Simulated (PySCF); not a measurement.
A PySCF script (with the pyscf-properties extension) for the NMR shieldings of `C/C=C(\C)[O][AlH2]`, C4H9AlO, on a GFN2-xTB geometry:

```python
import basis_set_exchange as bse
import numpy as np
from pyscf import gto, dft
from pyscf.prop import nmr

atoms = """
C    -2.336308    0.479264   -0.320098
C    -0.875352    0.774206   -0.226257
C     0.124281   -0.099439   -0.244199
C     0.021681   -1.589369   -0.373349
O     1.412559    0.340275   -0.128730
Al    2.977642    0.824834    0.005651
H    -2.546353   -0.583588   -0.259798
H    -2.737134    0.860797   -1.259997
H    -2.863936    0.982150    0.489541
H    -0.618878    1.821754   -0.134121
H     0.766475   -1.934973   -1.089061
H     0.238142   -2.057845    0.587086
H    -0.963989   -1.895723   -0.706050
H     4.095907   -0.213900   -0.138996
H     3.300848    2.299546    0.270810
"""
names = dict.fromkeys(["C", "O", "Al", "H"], "pcSseg-1")
basis = {el: gto.basis.parse(bse.get_basis(n, elements=[el], fmt="nwchem")) for el, n in names.items()}
mol = gto.M(atom=atoms, basis=basis, charge=0, verbose=0)
mf = dft.RKS(mol, xc="PBE0")
mf.grids.level = 2
mf.grids.alignment = dft.numint.BLKSIZE   # the property module wants whole blocks of grid points
mf.conv_tol = 1e-9
mf.kernel()

calc = nmr.RKS(mf)   # GIAO
C = mf.mo_coeff
Co = C[:, mf.mo_occ > 0]
resp = mf.gen_response(singlet=True, hermi=2)
def vind(x):   # induced exchange potential for any number of trial vectors
    d = np.einsum("pi,xij,qj->xpq", C, 2 * x.reshape(-1, C.shape[1], Co.shape[1]), Co, optimize=True)
    return np.einsum("xpq,pi,qj->xij", resp(d - d.transpose(0, 2, 1)), C, Co, optimize=True).ravel()
mo1, _ = nmr.rhf.solve_mo1(calc, with_cphf=vind)
sigma = calc.kernel(mo1)
for i, s in enumerate(sigma):   # ppm
    print("%2d %-2s %9.2f" % (i, mol.atom_pure_symbol(i), np.trace(s) / 3))
```

Question: Give the expected output.

Answer: 
```
 0 C     171.44
 1 C      76.80
 2 C      31.33
 3 C     167.70
 4 O     165.07
 5 Al    401.52
 6 H      30.07
 7 H      29.85
 8 H      29.94
 9 H      26.41
10 H      29.98
11 H      29.77
12 H      29.47
13 H      27.33
14 H      27.24
```

These numbers come from an equivalent density-fitted implementation of the same equations, which agrees with the script to about 0.01 ppm for H and up to a few tenths of a ppm for heavy atoms, so last digits may differ.

Size and cost of the density-fitted run: 154 basis functions, 16 s wall time on 1 thread of an Arm Neoverse V2, shared host; peak memory 0.72 GiB.
